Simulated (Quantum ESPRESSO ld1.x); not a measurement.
The numbers below are computed, except where a source is named.
Question: The mean radii <r> (bohr) of the occupied orbitals of an atom or ion are listed with their occupations. Level of theory: non-relativistic Kohn-Sham, LDA (Slater exchange, Perdew-Wang correlation), spin-polarised, spherical densities, point nucleus (ld1.x of Quantum ESPRESSO 7.5).

orbital  occ.     <r>
1s up       1  0.1120
1s down     1  0.1120
2s up       1  0.5727
2s down     1  0.5724
2p up       3  0.5395
2p down     3  0.5389
3s up       1   2.158
3s down     1   2.178
3p up       2   2.743

Name the element and its charge. Open shells, if any, are filled with parallel spins first.

Answer: Z = 14, silicon, charge 0: Si in [Ne] 3s2 3p2. The 1s radius gives Z: for a bare nucleus <r> = 1.5/Z, 0.1071 bohr for Z = 14, and screening makes it slightly larger (0.1120 here). The occupations add up to 14, and the charge is Z minus that.
